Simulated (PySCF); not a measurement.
# La(III) with more and more H2O

Computed with PySCF 2.14.0, PBE0, def2-SVP on the ligands, density fitting, scalar-relativistic core potentials, no spin-orbit coupling, vacuum. The metal has lcecp-1-SVP with ECP46. Each complex is relaxed within the symmetry of its template. Distances are means of the shortest metal–ligand contacts, charges and spins Mulliken's; removal energies are rigid, with the ligand's formal charge and no counterpoise, so too large; for an anion taken off a cation in vacuum most of it is the attraction of opposite charges, and multiply charged cations can part far more cheaply with an electron moved from ligand to metal. lcecp potentials hold a fixed number of 4f electrons in the core, out of states, spins and gaps.

Task: Order these by the metal–ligand distance, lowest first.
A. [La(H2O)4]3+
B. [La(H2O)]3+
C. [La(H2O)3]3+
D. [La(H2O)2]3+

Result: B (2.329), D (2.365), C (2.401), A (2.432).

Task: What else do they give?

Result: 
| complex | point group | M–H2O (Å) | charge on M (e) | removal of one H2O (eV) | strongest infrared band, degenerate modes summed (cm⁻¹) | unstable modes (below −25 cm⁻¹) |
| --- | --- | --- | --- | --- | --- | --- |
| [La(H2O)]3+ | C2v | 2.329 | 2.62 | 4.46 | 3458 | 0 |
| [La(H2O)2]3+ | C1 | 2.365 | 2.32 | 3.86 | – | 1 (soft) |
| [La(H2O)3]3+ | D3 | 2.401 | 2.08 | 3.40 | 3600 | 0 (lowest -11 cm⁻¹, within noise) |
| [La(H2O)4]3+ | S4 | 2.432 | 1.89 | 3.06 | – | not given |

The more ligands, the longer each bond and the weaker the last ligand is held.

Members with unstable modes aren't minima as they stand: saddle points kept by symmetry or, where the modes are soft, flat surfaces and noise. Moved off a saddle point of the template and relaxed again: [La(H2O)2]3+, [La(H2O)3]3+, [La(H2O)4]3+. One start shape was tried for each, so a minimum needn't be the lowest isomer.
